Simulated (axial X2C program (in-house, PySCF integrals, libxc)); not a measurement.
**Cl⁺: configurations by level of theory**

Calculated with an axial X2C code built on PySCF integrals, basis dyall-v3z (cores contracted in-house), spin-free (one-electron X2C) and two-component (2c, atomic mean-field Coulomb and Gaunt terms). Energies in eV from the lowest row of each column (rows without correlated energies are left out; n/a marks j-coupled starts, which PBE0 does not hold); electrons by l are Mulliken totals of the Hartree–Fock solution, and PBE0 can relax to another configuration under the same block occupation. Coupled cluster uses truncated natural virtuals with an MP2 remainder. Frozen shells in the correlated columns: 2 s, 1 p.

Spin-free determinants:

```json
{"electrons by l": "s6 p10", "M_S, M_L": "1, 1", "HF": "0.15", "MP2": "0.00", "PBE0": "0.11"}
{"electrons by l": "s6 p10", "M_S, M_L": "1, 0", "HF": "0.00", "MP2": "0.01", "PBE0": "0.00"}
{"electrons by l": "s6 p10", "M_S, M_L": "0, 1", "HF": "0.73", "MP2": "0.79", "PBE0": "0.60"}
```

Two-component determinants:

| electrons by l | 2M_J | HF | MP2 | PBE0 |
| --- | --- | --- | --- | --- |
| s6 p10 | 4 | 0.12 | 0.00 | 0.07 |
| s6 p10 | 2 | 0.00 | 0.05 | 0.00 |
| s6 p10 | 2 | 0.79 | 0.87 | 0.64 |
| s6 p10 | 0 | 1.63 | 1.15 | 1.22 |
| s6 p10 | 0 | 1.88 | 1.39 | 1.46 |

Ground level as tabulated from the NIST Atomic Spectra Database (leading term): 2S+1 = 3, L = 1, J = 2.

Spin-free rows of one term, and 2c rows of one J level, should be degenerate; broken spherical symmetry, the missing current term of PBE0 and determinants that mix terms or J levels spread them. The search is wide but not exhaustive and can miss a configuration; gaps between s and d configurations can be off by some tenths of an eV with this basis and core.

The run took 5.9 s on 1 thread of Arm Neoverse V1, on a shared host.
